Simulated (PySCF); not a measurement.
Sn(H)2(F)(vinyl) (C2H5FSn), SMILES [F][SnH2][CH]=C.

Coordinates come from a PBE0-D3(BJ)/def2-SVP optimisation. The def2 effective core potentials stand for the cores of Sn; spin–orbit coupling is left out. One conformer was computed; it need not be the lowest.

All values below come from PySCF with TDA-PBE/def2-SVPD.

Vertical excitations. Isolated molecule, no solvent.

### Question
List the lowest excited states. (An estimate is asked for; the answer gives what the named calculation found.)

### Answer

```
state  energy (eV)  λ (nm)      f                                                                  main pairs
-----  -----------  ------  -----  --------------------------------------------------------------------------
S1            5.47     227  0.000                                                              HOMO→LUMO 98 %
S2            5.72     217  0.004                                                            HOMO−2→LUMO 91 %
S3            6.21     200  0.050                    HOMO−1→LUMO 40 %, HOMO−1→LUMO+1 36 %, HOMO−1→LUMO+2 10 %
S4            6.57     189  0.001                      HOMO−3→LUMO 52 %, HOMO→LUMO+1 22 %, HOMO−1→LUMO+1 13 %
S5            6.67     186  0.033  HOMO−1→LUMO+2 43 %, HOMO−1→LUMO+1 19 %, HOMO→LUMO+2 14 %, HOMO→LUMO+1 14 %
S6            6.71     185  0.018      HOMO−3→LUMO 45 %, HOMO→LUMO+1 27 %, HOMO→LUMO+2 9 %, HOMO−1→LUMO+1 8 %
S7            6.94     179  0.001                                                            HOMO−4→LUMO 93 %
S8            6.97     178  0.068     HOMO→LUMO+2 52 %, HOMO→LUMO+3 15 %, HOMO→LUMO+1 14 %, HOMO−2→LUMO+1 8 %
S9            7.05     176  0.042                                      HOMO−2→LUMO+1 58 %, HOMO−2→LUMO+2 21 %
S10           7.18     173  0.012                                                          HOMO−1→LUMO+3 95 %
T1            4.36     285      0                                                            HOMO−1→LUMO 89 %
T2            5.04     246      0                                                              HOMO→LUMO 98 %
T3            5.57     222      0                                                            HOMO−2→LUMO 96 %
T4            6.07     204      0                                                            HOMO→LUMO+1 85 %
```
Triplets are in the Tamm–Dancoff approximation.
